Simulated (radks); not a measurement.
Species: Ga20+. Configuration: [Ne] 3s1 (the NIST ground configuration). Calculated with a radial shooting solver on a logarithmic mesh with Libxc functionals: Dirac Kohn-Sham, revPBE, spin-unpolarised, spherical densities, finite nucleus; Fermi nuclear charge, rms radius 3.9973 fm.

Unscreened Slater integrals over Kohn-Sham orbitals (hartree). Large and small components are both included. Empty in this configuration: 3p1/2.

\begin{tabular}{lr}
integral & value \\ \hline
F0(3s1/2,3s1/2) & 1.6804 \\
F0(3s1/2,2p3/2) & 2.2019 \\
G1(3s1/2,2p3/2) & 0.22462 \\
F0(3s1/2,2p1/2) & 2.2079 \\
G1(3s1/2,2p1/2) & 0.22559 \\
F0(3s1/2,2s1/2) & 2.1579 \\
G0(3s1/2,2s1/2) & 0.18064 \\
F0(3s1/2,3p1/2) & 1.7052 \\
G1(3s1/2,3p1/2) & 1.1055 \\
F0(2p3/2,2p3/2) & 4.8490 \\
F2(2p3/2,2p3/2) & 2.3025 \\
F0(2p3/2,2p1/2) & 4.8927 \\
G2(2p3/2,2p1/2) & 2.2988 \\
F0(2p3/2,2s1/2) & 4.4688 \\
G1(2p3/2,2s1/2) & 2.5565 \\
F0(2p3/2,3p1/2) & 2.2964 \\
G2(2p3/2,3p1/2) & 0.24855 \\
F0(2p1/2,2p1/2) & 4.9380 \\
F0(2p1/2,2s1/2) & 4.5012 \\
G1(2p1/2,2s1/2) & 2.5441 \\
F0(2p1/2,3p1/2) & 2.3040 \\
G0(2p1/2,3p1/2) & 0.23394 \\
F0(2s1/2,2s1/2) & 4.2247 \\
F0(2s1/2,3p1/2) & 2.2324 \\
G1(2s1/2,3p1/2) & 0.18190 \\
F0(3p1/2,3p1/2) & 1.7358 \\
\end{tabular}
